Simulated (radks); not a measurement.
Spherical quantum dot in the effective-mass picture: electrons in a hard-walled sphere of radius 3.95, with a point charge +1 (a donor) at the centre, all in effective atomic units (hartree* = m*/eps^2 hartree, bohr* = eps/m* bohr), one dielectric constant everywhere. Method: non-relativistic Kohn-Sham, r2SCAN, spin-polarised, spherical densities, generalised Kohn-Sham scheme; computed with a radial shooting solver with Libxc functionals. Levels are named by radial order and angular momentum (1s, 1p, 1d, 2s, ...), and open shells are averaged over m. Results are scaled to m* = 0.035 and eps = 5.8, for which hartree* = 28.31 meV and bohr* = 8.769 nm. Each electron was tried in the lowest free levels, single moves between levels near the top were tried too, and the lowest total energy was kept; such a search can miss a lower state. At N = 1 the Hartree and exchange-correlation terms need not cancel, so that row can carry a self-interaction error.

N                         open shells  2S   E (meV)  mu = E(N) - E(N-1) (meV)  addition energy mu(N+1) - mu(N) (meV)  e(HOMO) (meV)  rms radius (nm)
1                    1s(up 1, down 0)   1  -13.6147                   -13.615                                  16.75        -7.1738            13.17
2                                none   0  -10.4750                    3.1396                                  23.48         8.3104            15.25
3                    1p(up 1, down 0)   1   16.1486                    26.624                                  8.432         30.712            17.97
4                    1p(up 2, down 0)   2   51.2042                    35.056                                  8.972         39.495            19.33
5                    1p(up 3, down 0)   3   95.2318                    44.028                                  12.81         48.581            20.19
6                    1p(up 3, down 1)   2   152.072                    56.840                                  8.201         60.848            20.85
7                    1p(up 3, down 2)   1   217.113                    65.042                                  8.644         69.320            21.36
8                                none   0   290.799                    73.686                                  19.32         78.077            21.77
9                    1d(up 1, down 0)   1   383.806                    93.006                                  8.377         97.169            22.23
10                   1d(up 2, down 0)   2   485.189                    101.38                                  8.490         105.61            22.61
11                   1d(up 3, down 0)   3   595.063                    109.87                                  8.545         114.14            22.93
12                   1d(up 4, down 0)   4   713.482                    118.42                                  8.578         122.70            23.20
13                   1d(up 5, down 0)   5   840.478                    127.00                                  12.05         131.29            23.44
14                   1d(up 5, down 1)   4   979.520                    139.04                                  8.142         143.09            23.66
15                   1d(up 5, down 2)   3   1126.70                    147.18                                  8.273         151.30            23.86
16                   1d(up 5, down 3)   2   1282.16                    155.46                                  8.361         159.62            24.04
17                   1d(up 5, down 4)   1   1445.98                    163.82                                  8.422         168.02            24.20
18                               none   0   1618.22                    172.24                                  14.05         176.46            24.35
19                   2s(up 1, down 0)   1   1804.51                    186.29                                  15.42         191.96            24.26
20  2s(up 1, down 0) 1f(up 1, down 0)   2   2006.22                    201.71                                  8.263         205.80            24.41
21  2s(up 1, down 0) 1f(up 2, down 0)   3   2216.20                    209.97                                  8.285         214.08            24.56
22  2s(up 1, down 0) 1f(up 3, down 0)   4   2434.45                    218.26                                  8.307         222.39            24.69
23  2s(up 1, down 0) 1f(up 4, down 0)   5   2661.02                    226.56                                  8.323         230.71            24.81
24  2s(up 1, down 0) 1f(up 5, down 0)   6   2895.91                    234.89                                  8.334         239.04            24.93
25  2s(up 1, down 0) 1f(up 6, down 0)   7   3139.13                    243.22                                  8.340         247.38            25.04
26  2s(up 1, down 0) 1f(up 7, down 0)   8   3390.69                    251.56                                  11.54         255.72            25.14
27  2s(up 1, down 0) 1f(up 7, down 1)   7   3653.79                    263.10                                  8.126         267.11            25.24
28  2s(up 1, down 0) 1f(up 7, down 2)   6   3925.02                    271.23                                  8.156         275.26            25.33
29  2s(up 1, down 0) 1f(up 7, down 3)   5   4204.40                    279.38                                  8.186         283.44            25.42
30  2s(up 1, down 0) 1f(up 7, down 4)   4   4491.97                    287.57                                  8.211         291.65            25.50
31  2s(up 1, down 0) 1f(up 7, down 5)   3   4787.75                    295.78                                  8.230         299.87            25.58
32  2s(up 1, down 0) 1f(up 7, down 6)   2   5091.77                    304.01                                      -         308.11            25.65

All shells are closed at N = 2, 8, 18 (there: 1s2 1p6 1d10); the second difference of the energy has clear peaks (12 % above both neighbours; the first and last values, which can be the largest, are not judged, and half-filled shells can peak too) at N = 2, 5, 8, 13, 26.
